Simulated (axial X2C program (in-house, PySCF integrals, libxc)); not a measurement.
**What spin–orbit coupling does to BeBr⁺**

Calculated with an in-house all-electron X2C program for linear molecules (integrals from PySCF). Spin-free means the one-electron spin-free X2C Hamiltonian; two-component (2c) means X2C with spin–orbit coupling and atomic mean-field two-electron Coulomb and Gaunt terms, so the difference of the two also holds small scalar two-electron terms. Basis: Br dyall-cv3z [8s9p6d4f1g], Be dyall-cv3z [8s8p3d1f] (cores contracted in-house); Gaussian nuclei, density fitting, unrestricted open shells. Masses: Br 78.918 u, Be 9.012 u.

Spin-free state: M_S = 0, Λ = 0 (closed shell); fragments Br + Be+.

```json
{"level": "PBE0", "Re (Å)": "1.858", "ωe (cm⁻¹)": "871.0", "De (eV)": "4.022", "μ (D)": "8.54"}
{"level": "HF", "Re (Å)": "1.864", "ωe (cm⁻¹)": "877.7", "De (eV)": "2.643", "μ (D)": "9.25"}
{"level": "MP2", "Re (Å)": "1.868", "ωe (cm⁻¹)": "875.1", "De (eV)": "3.989", "μ (D)": "n/a"}
{"level": "CCSD", "Re (Å)": "1.868", "ωe (cm⁻¹)": "869.3", "De (eV)": "3.870", "μ (D)": "n/a"}
{"level": "CCSD(T)", "Re (Å)": "1.871", "ωe (cm⁻¹)": "864.6", "De (eV)": "3.991", "μ (D)": "n/a"}
{"level": "PBE", "Re (Å)": "1.868", "ωe (cm⁻¹)": "847.2", "De (eV)": "4.171", "μ (D)": "8.25"}
```

Correlated methods: 8 electrons correlated (number of frozen shells: Br 3 s, 2 p, 1 d; Be 1 s), 192 virtual spin orbitals or spinors in MP2, 84 natural virtuals in coupled cluster.

Dipoles are positive if Be is the positive end and refer to the centre of mass.

Two-component determinant lowest at the distance of the search:

Ω = 0 (closed shell); fragments Br + Be+.

```json
{"level": "PBE0", "Re (Å)": "1.859", "ωe (cm⁻¹)": "868.8", "De (eV)": "3.922", "μ (D)": "8.52"}
{"level": "HF", "Re (Å)": "1.865", "ωe (cm⁻¹)": "875.8", "De (eV)": "2.484", "μ (D)": "9.24"}
{"level": "MP2", "Re (Å)": "1.869", "ωe (cm⁻¹)": "873.4", "De (eV)": "3.850", "μ (D)": "n/a"}
{"level": "CCSD", "Re (Å)": "1.869", "ωe (cm⁻¹)": "867.4", "De (eV)": "3.729", "μ (D)": "n/a"}
{"level": "CCSD(T)", "Re (Å)": "1.872", "ωe (cm⁻¹)": "862.6", "De (eV)": "3.851", "μ (D)": "n/a"}
{"level": "PBE", "Re (Å)": "1.869", "ωe (cm⁻¹)": "844.6", "De (eV)": "4.068", "μ (D)": "8.24"}
```

**Question.** From the two tables, how do the constants change at the CCSD(T) level (2c against spin-free)?

**Answer.** At the CCSD(T) level Re increases by 0.001 Å and ωe drops by 2.0 cm⁻¹; De changes by -0.140 eV.

The state is one determinant whose occupation by symmetry is held fixed; it was picked as the lowest of a PBE0 search that is not exhaustive. The closed shell is kept restricted, so the energy runs too high when the bond is stretched far. Dissociation energies refer to the lowest single-determinant-based atoms at the same level and basis. CCSD and (T) use frozen natural virtuals with an MP2 correction for the truncation; (T) itself is uncorrected, so its De runs slightly low. The functionals have no current-density term, which raises determinants with orbital currents, atoms included.
